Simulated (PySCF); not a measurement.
## Working out the excitation energy of Cl

Cl [Ne] 3s2 3p5 (2P) → Cl [Ne] 3s1 3p6 (2S). Computed with PySCF 2.14 in dyall-av2z (13s9p2d, 50 functions), with the non-relativistic Hamiltonian (point nucleus). Frozen: [Ne]; the 16 highest virtual orbitals dropped. Energies in hartree (1 hartree = 27.21139 eV):

```csv
part,Cl (lower),Cl (upper)
UHF,-459.472916,-458.908766
MP2 opposite-spin,-0.094725,-0.171300
MP2 same-spin,-0.031700,-0.040672
```

What does Hartree-Fock give?

(-458.908766) − (-459.472916) = 0.564150 hartree = 15.351 eV.

What do MP2 and SCS-MP2 (6/5 opposite-spin, 1/3 same-spin) give?

The opposite-spin parts differ by -2.084 eV and the same-spin parts by -0.244 eV. MP2: 15.351 + (-2.084) + (-0.244) = 13.023 eV. SCS-MP2: 15.351 + 1.2 × (-2.084) + (-0.244)/3 = 12.769 eV.

Measured between the centres of the two terms (NIST): 10.586 eV, so MP2 (valence) is off by 2.437 eV.

The upper state lies above the first ionisation limit, where it may autoionise and the basis confines it.

A double-zeta basis recovers only part of the correlation energy.

What remains against the reference includes basis incompleteness, the frozen core and correlation beyond second order.
